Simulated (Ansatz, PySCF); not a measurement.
B(Me)(OH)(SMe) (C₂H₇BOS), SMILES CSB(C)O. Atoms are numbered in the order given.

```xyz
12

B      0.2136     0.2165     0.7243
C      0.2932    -0.3297     2.2006
H     -0.0598    -1.3656     2.3008
H     -0.3110     0.2981     2.8781
H      1.3320    -0.2913     2.5716
O      0.6005     1.4751     0.3728
H      0.9241     1.9857     1.1215
S     -0.4185    -0.8632    -0.5771
C     -0.3167     0.1875    -2.0530
H     -0.9324     1.0885    -1.9331
H     -0.6915    -0.4003    -2.9008
H      0.7216     0.4867    -2.2474
```

Coordinates come from a PBE0-D3(BJ)/def2-SVP optimisation. One conformer was computed; it need not be the lowest.

Two levels are set side by side: PBE-D3(BJ)/def2-SVP (Ansatz, an electronic-structure program) and PBE0-D3(BJ)/def2-SVP (Ansatz). Each level has its own optimised geometry; the coordinates shown are those of the second. Frequencies come from the Hessian of PySCF at each geometry. Differences are taken from unrounded values.

```tsv
quantity	PBE0-D3(BJ)
mean bond length (Å)	1.284
bond B1–C2 (Å)	1.576
bond B1–O6 (Å)	1.363
bond B1–S8 (Å)	1.805
bond S8–C9 (Å)	1.815
bond C2–H3 (Å)	1.099
bond C2–H4 (Å)	1.104
bond C2–H5 (Å)	1.104
bond O6–H7 (Å)	0.962
bond C9–H10 (Å)	1.098
bond C9–H11 (Å)	1.098
bond C9–H12 (Å)	1.098
highest harmonic wavenumber (cm⁻¹)	3903
mean harmonic wavenumber (cm⁻¹)	1392
zero-point energy (kcal/mol)	59.72
```

Question: What does PBE-D3(BJ) give, and how far is it from PBE0-D3(BJ)? (An estimate is asked for; the answer gives what the named calculation found.)

Answer: 
```tsv
quantity	PBE-D3(BJ)	PBE-D3(BJ) minus PBE0-D3(BJ)
mean bond length (Å)	1.293	0.010
bond B1–C2 (Å)	1.583	0.006
bond B1–O6 (Å)	1.375	0.012
bond B1–S8 (Å)	1.814	0.009
bond S8–C9 (Å)	1.831	0.016
bond C2–H3 (Å)	1.107	0.008
bond C2–H4 (Å)	1.112	0.008
bond C2–H5 (Å)	1.112	0.008
bond O6–H7 (Å)	0.974	0.012
bond C9–H10 (Å)	1.106	0.008
bond C9–H11 (Å)	1.106	0.008
bond C9–H12 (Å)	1.106	0.008
highest harmonic wavenumber (cm⁻¹)	3729	-174
mean harmonic wavenumber (cm⁻¹)	1347	-46
zero-point energy (kcal/mol)	57.76	-1.96
```

GGA bonds tend to be longer and softer than those of functionals with exact exchange. Differences between two approximate levels are no errors against the true value.
